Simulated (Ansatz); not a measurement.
Born–Oppenheimer molecular dynamics of FH₅W (7 atoms, charge 0, multiplicity 1). It starts from a relaxed structure.

These are results of Ansatz 0.2.0, RHF/def2-TZVP, not measurements.

```yaml
ensemble: NVE (Milne-controlled integrator)
time_step: 0.5 fs
steps_asked: 100
starting_velocities_drawn_for: 500 K
masses: H 2.014 u
seed: 442546
```

First frame:

```xyz
7
Properties=species:S:1:pos:R:3
W 0.000 0.000 0.451
F 0.000 0.000 2.374
H 1.470 0.000 -0.365
H 0.000 1.470 -0.365
H -1.470 0.000 -0.365
H 0.000 -1.470 -0.365
H 0.000 0.000 -1.236
```

How far do the bonds stretch over the last three quarters of this one trajectory? (Pairs bonded in most of those frames.)


```json
{"bond": "W1–F2", "mean (Å)": "1.916", "spread (Å)": "0.015", "shortest": "1.90", "longest": "1.94"}
{"bond": "W1–H3", "mean (Å)": "1.673", "spread (Å)": "0.019", "shortest": "1.65", "longest": "1.70"}
{"bond": "W1–H4", "mean (Å)": "1.677", "spread (Å)": "0.013", "shortest": "1.65", "longest": "1.69"}
{"bond": "W1–H5", "mean (Å)": "1.683", "spread (Å)": "0.010", "shortest": "1.67", "longest": "1.70"}
{"bond": "W1–H6", "mean (Å)": "1.711", "spread (Å)": "0.027", "shortest": "1.67", "longest": "1.75"}
{"bond": "W1–H7", "mean (Å)": "1.679", "spread (Å)": "0.066", "shortest": "1.59", "longest": "1.78"}
```

Mean temperature of the second half: 326 K. The conserved energy stayed within 0.003 meV per atom of its start (net change -0.0014 meV per atom), so the integration is sound. A run of 0.05 ps of so small a system gives no equilibrium averages.

The run took 2.8 min on 1 thread of Arm Neoverse V1, on a shared host, peak memory 0.16 GiB.
